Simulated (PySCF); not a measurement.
## Worked example: dipole moment from atomic charges

C3H5Br, SMILES C=C(C)Br. Atoms are numbered in the order given.

```xyz
9

C      1.3467     1.5032     0.0000
C      0.1320     0.9478     0.0000
C     -1.1836     1.6622     0.0000
Br    -0.0256    -0.9632     0.0000
H      2.2619     0.9098     0.0000
H      1.4384     2.5932     0.0000
H     -1.7763     1.3892     0.8876
H     -1.0214     2.7505     0.0000
H     -1.7763     1.3892    -0.8876
```
Charge 0, spin multiplicity 1.

Coordinates come from a TPSSh-D3(BJ)/def2-SVP optimisation.

Charges (e) from ωB97X/def2-TZVP in PySCF:

| atom | IAO | Mulliken |
|---|---|---|
| C1 | -0.327 | -0.321 |
| C2 | -0.013 | 0.014 |
| C3 | -0.415 | -0.329 |
| Br4 | -0.029 | -0.054 |
| H5 | 0.163 | 0.153 |
| H6 | 0.154 | 0.138 |
| H7 | 0.159 | 0.139 |
| H8 | 0.150 | 0.122 |
| H9 | 0.159 | 0.139 |

The dipole moment of the full density is 1.75 D.

Task: What dipole moment does each set of point charges give, and which comes closer to that of the density?

Result: 
μ = Σ q r, and 1 e Å = 4.8032 D.
IAO: Σ q r = (-0.078, 0.236, 0.000) e Å, |μ| = 1.20 D.
Mulliken: Σ q r = (-0.114, 0.255, 0.000) e Å, |μ| = 1.34 D.
Mulliken comes closer in size. Point charges leave out the atoms' own dipoles (lone pairs, polarised bonds); fits to the potential absorb them, partitions of the density don't.
